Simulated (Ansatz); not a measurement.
[CrF6]3- (CrF6³⁻), relaxed as a quartet with UKS PBE-D4/def2-SVPD in Ansatz, starting from the GFN2-xTB (ALPB water) geometry. Force threshold 0.02 eV/Å.

A multiply charged anion in the gas phase is held together partly by the finite basis. The highest occupied level of the charge -3 quartet lies above zero (up to 9.12 eV). The electron is either unbound and held by the finite basis, or the level is raised by self-interaction error.

Start:

```xyz
7

Cr    0.000    0.000    0.000
F    -1.431   -1.041   -1.024
F     1.431    1.041    1.023
F    -1.280    0.208    1.579
F     1.280   -0.208   -1.577
F    -0.700    1.748   -0.799
F     0.701   -1.747    0.798
```

Task: Estimate the energy that the relaxation releases and the steps that it takes.

Result: 5.2 kJ/mol, in 3 steps; 16 s on 4 threads of Intel Xeon on a shared host. No frequencies were taken in this run, so the end may be a saddle point.

Task: Does the start keep its bonding and symmetry?

Result: By distances, no bond broke or formed. The bond that changes most is Cr1–F6, from 2.05 to 2.00 Å (atoms count from 1). Point group Oh at the start, Oh at the end, both within 0.05 Å.

Task: Predict the relaxed structure.

Result: 
```xyz
7

Cr    0.0001   -0.0001    0.0001
F    -1.3996   -1.0187   -1.0012
F     1.3997    1.0187    1.0010
F    -1.2533    0.2036    1.5449
F     1.2530   -0.2035   -1.5446
F    -0.6848    1.7089   -0.7811
F     0.6850   -1.7089    0.7809
```
Bond lengths: 6 × Cr–F 2.00 Å.
